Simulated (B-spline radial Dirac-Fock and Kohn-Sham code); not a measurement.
# Cross section and asymmetry of the 1s subshell of Be²⁺

System: Be²⁺ in the configuration 1s2. The computed 1s threshold is 152.7 eV; without correlation, outer thresholds are uncertain by 1 to 2 eV.

Input file task.json (cfg lists n, l and occupation; rrms is the nuclear radius in fm):

```json
{"items": [{
  "Z": 4,
  "q": 2,
  "cfg": [[1, 0, 2]],
  "A": 9,
  "rrms": 2.519,
  "do": ["binding", "quiet", "photo", "scan"],
  "hv": [21.22, 150, 176.0, 179.0, 300, 1253.6, 1420.0, 6000, 8047.8, 12000.0, 17479.3, 44500.0, 50700.0, 63700.0, 150000, 168000.0]
}]}
```

Launch: `python xray_run.py task.json out`

The computed values come from a radial finite-basis atomic code: a relativistic central-field model (Hartree-Slater potential of the initial state, Latter tail, multipole expansion of the photon field, Dirac-Fock thresholds). Interchannel coupling and autoionising resonances are not included, so magnitudes near threshold are approximate.

```
kinetic energy (eV)  σ (Mb)     β
                1.5    1.18  2.00
                2.3    1.17  2.00
                3.7    1.15  2.00
                5.7    1.12  2.00
                9.0    1.07  2.00
               14.0    1.00  2.00
               21.9   0.907  2.00
               34.2   0.782  2.00
               53.5   0.629  2.00
               83.7   0.461  2.00
              130.9   0.300  2.00
              204.6   0.170  2.00
              319.9  0.0825  2.00
```

The cross section shows no minimum in this range. It is largest at the lowest energy, 1.18 Mb. β stays at 2.00.
